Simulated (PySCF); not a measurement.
5-ethenylidene-2H-furan (C6H6O), SMILES C(=C)=C1C=CCO1. The structure is a stationary point at PBE-D3(BJ)/def2-SVP. Other conformers were not sampled.

Calculation: PBE-D3(BJ)/def2-SVP in PySCF 2.14.0.

Harmonic wavenumbers (cm⁻¹): 123, 155, 208, 318, 541, 558, 568, 594, 722, 782, 863, 869, 918, 935, 962, 979, 1001, 1072, 1143, 1155, 1255, 1317, 1335, 1425, 1439, 1606, 2012, 2913, 2940, 3005, 3075, 3160, 3187. Rotational constants (GHz): 7.924, 1.829, 1.516; symmetry number 1.

Task: Work out the zero-point energy and the ideal-gas rigid-rotor harmonic-oscillator thermochemistry at 298.15 K and 1 atm.

Result: ZPE = ½ Σ hcν = ½ × 43135 cm⁻¹ = 258.00 kJ/mol. H − E(el) = 277.48 kJ/mol. Entropy in J/(mol K): translation 165.42, rotation 113.32, vibration 53.43, total 332.17. G − E(el) = 178.44 kJ/mol. Cp = 108.15 J/(mol K). Modes under 150 cm⁻¹ make the vibrational entropy uncertain.
